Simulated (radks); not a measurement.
Correlation energies from several functionals, in hartree. Species: Li+ [He]; Mo [Kr] 4d5 5s1; Kr [Kr]; Fe22+ [He] 2s2; Mg+ [Ne] 3s1. All-electron calculation, non-relativistic Kohn-Sham, exchange-only PBE, spin-polarised, spherical densities, point nucleus. Program: a radial shooting solver on a logarithmic mesh with Libxc functionals. Every spin shell is full or empty, so the densities are truly spherical. Functionals are evaluated on that one density, not self-consistently.

functional        Li+       Mo       Kr     Fe22+       Mg+
PW92         -0.13402  -3.8119  -3.2665  -0.44488  -0.84124
VWN5         -0.13467  -3.8295  -3.2811  -0.44668  -0.84553
PZ           -0.13340  -3.8047  -3.2647  -0.44538  -0.83809
Wigner       -0.10132  -2.0712  -1.9075  -0.21992  -0.53684
PBE         -0.043994  -2.0778  -1.7610  -0.11064  -0.38128
PBEsol      -0.055835  -2.3656  -2.0113  -0.13953  -0.45082
LYP         -0.047703  -1.9974  -1.7484  -0.14012  -0.42809
P86         -0.044514  -2.3595  -2.0036  -0.24895  -0.42713
AM05         -0.11670  -3.5394  -3.0183  -0.39052  -0.75781
OP (B88)    -0.060356  -1.9276  -1.6873  -0.16440  -0.41740
revTPSS     -0.047865  -2.1019  -1.7920  -0.11624  -0.39318
SCAN        -0.040187  -2.0842  -1.7581  -0.11829  -0.37920
r2SCAN      -0.040187  -2.1018  -1.7722  -0.11875  -0.38224
